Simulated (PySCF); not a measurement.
Ionisation of Si7

Molecule: Si7, (Si7). Optimised structure (Å), atoms numbered from 1:
```
Si    0.5638   -1.6330    0.3167
Si   -0.1109    0.6160    0.9083
Si   -0.6882    1.8107   -1.1132
Si   -0.0663   -0.2808   -1.6424
Si   -0.8328    2.8124    0.9295
Si    0.5517   -0.9222    2.4676
Si    0.5894   -2.3933   -1.9207
```

These are calculated values, PBE0-D3(BJ)/ma-def2-SVP in PySCF (grid level 2) at geometries from PBE-D3(BJ)/def2-SVP. Thermal corrections: GFN2-xTB frequencies, unscaled, ideal gas at 298.15 K and 1 bar, quasi-RRHO entropy. These were taken at the GFN2-xTB minima.

Frontier levels of the parent: HOMO -5.97 eV, LUMO -3.48 eV.

Oxidation to the radical cation:
```
Vertical ionisation energy (electronic)              : 7.32 eV
Adiabatic ionisation energy (with zero-point energy) : 7.19 eV
Adiabatic, electronic part                           : 7.21 eV
Vertical gap at the product's structure              : 7.01 eV
Inner reorganisation energy (four-point)             : 311 meV
Relaxation of product / of parent                    : 110 / 201 meV
⟨S²⟩ of the product                                  : 0.767
Largest spin populations                             : Si6 0.51, Si4 0.29, Si2 0.11, Si7 0.10
Largest changes of atomic charge                     : Si6 0.26, Si7 0.23, Si5 0.19, Si3 0.15
Distances that move most (Å)                         : Si1–Si2 2.421 → 2.513; Si2–Si6 2.288 → 2.379; Si1–Si6 2.265 → 2.333; Si4–Si7 2.229 → 2.283
Potential in acetonitrile                            : 5.44 V absolute, 0.96 V against Fc+/Fc computed at 4.48 V (solvation -3 → -170 kJ/mol)
```

Solvents are IEF-PCM continua (electrostatics only, gas-phase structures); absolute potentials refer to an electron at rest in vacuum. Fc+/Fc in acetonitrile, 4.48 V, is PBE0-D3(BJ)/ma-def2-SVP on PBE0-D3(BJ)/def2-SVP structures with GFN2-xTB thermal terms. Benchmark calculations put it near 5.0 V in acetonitrile and DMSO, so it is about 0.5 V low, and the value against it can read up to that much too high.

Known limits: thermal terms of Si7 come from a GFN2-xTB structure of other bonding; thermal terms of [Si7]+• come from a GFN2-xTB structure of other bonding; ma-def2-SVP is a small basis, whose errors can reach tens of kJ/mol.

Hardware: 1 thread of Arm Neoverse V1, shared with other jobs. Command: `OMP_NUM_THREADS=1 python redox_run.py task.json out`. Structures, frequencies and single points: 12 min.
